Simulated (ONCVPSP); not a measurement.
## Au (Z = 79), ONCV: configuration errors across variants

- Element: gold
- Generator: ONCVPSP 4.0.1
- Type: optimised norm-conserving Vanderbilt (ONCV)
- Functional: PBE
- Relativity: scalar-relativistic
- Frozen core: [Kr] 4d10
- Valence charge: 33
- Reference configuration: 4f14 5s2 5p6 5d10 6s0.5 6p0.5
- Partial waves: 5s+6s: rc 1.70 bohr, ncon 4, nbas 8, qcut 8.8 1/bohr, 2 projectors; 5p+6p: rc 1.45 bohr, ncon 3, nbas 7, qcut 10.4 1/bohr, 2 projectors; 5d: rc 2.25 bohr, ncon 4, nbas 9, qcut 8.3 1/bohr, 3 projectors, debl 0.4 Ha; 4f: rc 0.80 bohr, ncon 4, nbas 8, qcut 20.6 1/bohr, 2 projectors, debl 3.7 Ha
- Local potential: polynomial inside 0.80 bohr (lpopt 5, dvloc0 0 Ha)
- Core correction: none

All-electron excitation energies from the reference (eV): (1) 4f14 5s2 5p6 5d10 6s1 6p0 -2.553; (2) 4f14 5s2 5p6 5d10 6s0 6p0 6.856; (3) 4f14 5s1 5p6 5d10 6s1 6p0 112.680.

A true bound ghost makes a file unfit for plane-wave use even where its test errors are small: the radial tests pick states by their node count and pass the ghost by.

Errors AE − PS in meV (a dash: test not solved or not reliable):

| change | (1) | (2) | (3) | bound ghosts | GHOST(+) flags above zero |
| --- | --- | --- | --- | --- | --- |
| base | +0.6 | -3.2 | -386 | s | p |
| local potential polynomial inside 0.80 bohr (lpopt 5, dvloc0 2.5 Ha) | +0.6 | -3.2 | -386 | s | p |
| local potential polynomial inside 0.80 bohr (lpopt 5, dvloc0 5 Ha) | +0.5 | -3.4 | -395 | s | p |
| local potential polynomial inside 0.80 bohr (lpopt 5, dvloc0 6.5 Ha) | +0.7 | -3.0 | -365 | s | p |
| local potential polynomial inside 0.80 bohr (lpopt 5, dvloc0 9.5 Ha) | +0.7 | -3.1 | -384 | s | p |

Problem. Give the same row for: local potential polynomial inside 0.80 bohr (lpopt 5, dvloc0 -2.5 Ha).

Solution. +0.6, -3.2, -384; bound ghosts: s; GHOST(+) flags above zero: p.
